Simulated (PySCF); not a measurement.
C2H7FSi2, SMILES F[SiH2]/C=C\[SiH3]. Atoms are numbered in the order given.

```xyz
12

F      1.4044    -0.9244     0.0000
Si    -0.0354    -1.7035     0.0000
C     -1.3791    -0.4150     0.0000
C     -1.2088     0.9222     0.0000
Si     0.4047     1.9177     0.0000
H     -0.0978    -2.5587    -1.2161
H     -0.0978    -2.5587     1.2161
H     -2.4105    -0.8022     0.0000
H     -2.1213     1.5372     0.0000
H      1.2161     1.6514    -1.2195
H      0.0120     3.3576     0.0000
H      1.2161     1.6514     1.2195
```

Coordinates come from a B3LYP-D3(BJ)/def2-SVP optimisation. The structure was generated by enumeration; whether it is a known compound was not checked. One conformer was computed; it need not be the lowest.

Two levels are set side by side: PBE/pcSseg-1 (PySCF) and HF/pcSseg-1 (PySCF). GIAO shifts against CFCl3 (¹⁹F), TMS (²⁹Si), TMS (¹H), TMS (¹³C) at the same level; non-relativistic, no solvent, atoms listed together averaged. Differences are taken from unrounded values.

```
quantity                  PBE
---------------------  ------
δ(¹⁹F) of F1 (ppm)     -257.0
δ(²⁹Si) of Si2 (ppm)      1.4
δ(¹³C) of C3 (ppm)      155.2
δ(¹³C) of C4 (ppm)      156.5
δ(²⁹Si) of Si5 (ppm)    -79.3
δ(¹H) of H6, H7 (ppm)    5.95
δ(¹H) of H8 (ppm)        7.12
δ(¹H) of H9 (ppm)        7.63
```

### Question
These are the PBE values. What does HF give? (The exact figures need the calculation; the answer reports its results.)

### Answer

```json
[
 {"quantity": "δ(¹⁹F) of F1 (ppm)", "HF": "-178.4", "PBE minus HF": "-78.6"},
 {"quantity": "δ(²⁹Si) of Si2 (ppm)", "HF": "-13.8", "PBE minus HF": "15.2"},
 {"quantity": "δ(¹³C) of C3 (ppm)", "HF": "153.8", "PBE minus HF": "1.3"},
 {"quantity": "δ(¹³C) of C4 (ppm)", "HF": "161.3", "PBE minus HF": "-4.8"},
 {"quantity": "δ(²⁹Si) of Si5 (ppm)", "HF": "-67.9", "PBE minus HF": "-11.4"},
 {"quantity": "δ(¹H) of H6, H7 (ppm)", "HF": "5.07", "PBE minus HF": "0.88"},
 {"quantity": "δ(¹H) of H8 (ppm)", "HF": "6.84", "PBE minus HF": "0.28"},
 {"quantity": "δ(¹H) of H9 (ppm)", "HF": "7.51", "PBE minus HF": "0.12"}
]
```

Rough cost on one machine, each run with all the roots and properties that it gave: HF against PBE within a factor of 2.
